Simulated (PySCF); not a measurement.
Correlation energy of P (phosphorus, neutral)

Starting occupation: [Ne] 3s1 3p4, 3s1/2 with m_j = +1/2, 3p1/2 with m_j = +1/2, 3p3/2 with m_j = -1/2, +1/2, +3/2. Calculation: PySCF 2.14, in x2c-TZVPall-2c with one added diffuse shell each of s, p type (6s7p2d1f, 44 functions); X2C-1e with screened-nucleus spin-orbit coupling, Gaussian nucleus. Frozen: [Ne]; 5 electrons correlated; the 6 highest virtual spinors left out.

MP2 pair energies summed by pair of shells (mhartree):

```json
{"pair": "3p-3p", "energy": "-67.24", "share (%)": "86.4"}
{"pair": "3p-3s", "energy": "-10.54", "share (%)": "13.6"}
```

Total MP2 correlation energy: -77.79 mhartree.

The GHF reference relaxed away from the jj start to a determinant that is no pure jj level (⟨S²⟩ = 3.80, ⟨J²⟩ = 8.81); the energies belong to that determinant.
